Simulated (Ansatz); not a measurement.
`[F][GeH2][C]1=CC1` + `[AlH3]` → `[F][GeH2][AlH2]` + `C1=CC1`  (formal exchange of groups at a Ge–C bond)

Isolated molecules relaxed with PBE0-D4/def2-TZVP in Ansatz; ΔE leaves out vibrations. CCSD(T)/CBS is the MP2 limit (def2-TZVPP, def2-QZVPP) plus CCSD(T) − MP2 in def2-TZVPP, frozen cores. This one scheme is used for every species. Functionals use def2-TZVPP. HSE06 is defined as in plane-wave codes. For Ge outer-core shells are correlated without core-valence functions, which leaves a few kJ/mol of doubt a bond. Scalar relativity is left out up to krypton. One conformer a species, not always the lowest.

**Question.** Is it downhill or uphill in electronic energy at CCSD(T)/CBS, and by how much? (Estimate.)

**Answer.** Computed: Downhill: ΔE = -7.9 kJ/mol.

**Question.** What do these levels give: r2SCANh-D4, HSE06-D4, PBE0, HF/def2-SVP, HF/CBS(def2), MP2/CBS(def2)? (Best estimate.)

**Answer.** Ansatz gave: r2SCANh-D4 -12.6, HSE06-D4 -16.8, PBE0 -19.2, HF/def2-SVP 0.6, HF/CBS(def2) -3.4, MP2/CBS(def2) 0.1 kJ/mol.

Largest T1 diagnostic among the species: 0.012.

At CCSD(T), def2-SVP lies +8.8 kJ/mol from the extrapolated value and def2-TZVPP +5.0 kJ/mol. The D4 term adds +4.6 kJ/mol with B3LYP and +2.6 kJ/mol with PBE0; it sums over pairs of atoms, weighted by their polarisabilities, and B3LYP, whose exchange is more repulsive, gets the larger term.

B3LYP here is the variant with VWN-RPA as its local correlation; programs differ in this.
